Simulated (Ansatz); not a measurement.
Vertical ionisation energy (eV) of eight silicon and germanium compounds: PBE beside PBE0, computed with Ansatz (a program for electronic structure) for isolated molecules in the bases named; differences from unrounded values. The eight are the first of their class met in an unordered collection, after screening for sound electronic states; none was chosen by its value. Functionals give these values as differences of separate SCF runs (ΔSCF), EOM-CCSD as a root; each molecule has one DFT geometry for both levels.

```
molecule                                                   basis   PBE0
----------------------------------------------------  ----------  -----
BrFGeH2O2, SMILES [Ge]([OH])([OH])([Br])[F]            def2-SVPD  11.49
C2H9NSi3, SMILES N1C[Si@H]([SiH3])[SiH2]C=1            def2-SVPD   8.45
C4H8OSi, SMILES C#C[SiH2]CCO                           def2-SVPD   9.76
C2H9NOSi2, SMILES C[SiH2]/N=C\[SiH2]O                  def2-SVPD   8.41
Ge(H)3(OSiH3) (GeH₆OSi), SMILES [SiH3][O][GeH3]        def2-SVPD  10.43
1,3-disilinane (C4H12Si2), SMILES C1C[SiH2]C[SiH2]C1   def2-SVPD   9.61
C4H12Si2, SMILES CC[C@@H]1C[SiH2][SiH2]1               def2-SVPD   9.12
C2H5FN2Si, SMILES N[Si@@H]1C=N[C@@H]1F                def2-TZVPD   9.10
```

**Question.** Estimate the PBE values and say how PBE differs from PBE0 over the set. (Estimate from the structure and the level; the computed values follow.)

**Answer.** 
```tsv
molecule	PBE	difference
BrFGeH2O2, SMILES [Ge]([OH])([OH])([Br])[F]	10.91	-0.58
C2H9NSi3, SMILES N1C[Si@H]([SiH3])[SiH2]C=1	8.25	-0.20
C4H8OSi, SMILES C#C[SiH2]CCO	9.25	-0.51
C2H9NOSi2, SMILES C[SiH2]/N=C\[SiH2]O	8.19	-0.22
Ge(H)3(OSiH3) (GeH₆OSi), SMILES [SiH3][O][GeH3]	10.01	-0.41
1,3-disilinane (C4H12Si2), SMILES C1C[SiH2]C[SiH2]C1	9.20	-0.41
C4H12Si2, SMILES CC[C@@H]1C[SiH2][SiH2]1	8.90	-0.22
C2H5FN2Si, SMILES N[Si@@H]1C=N[C@@H]1F	8.80	-0.30
```
PBE lies below PBE0 in 8 and above it in 0 of the eight; the mean signed difference is -0.36 and the largest -0.58 eV.
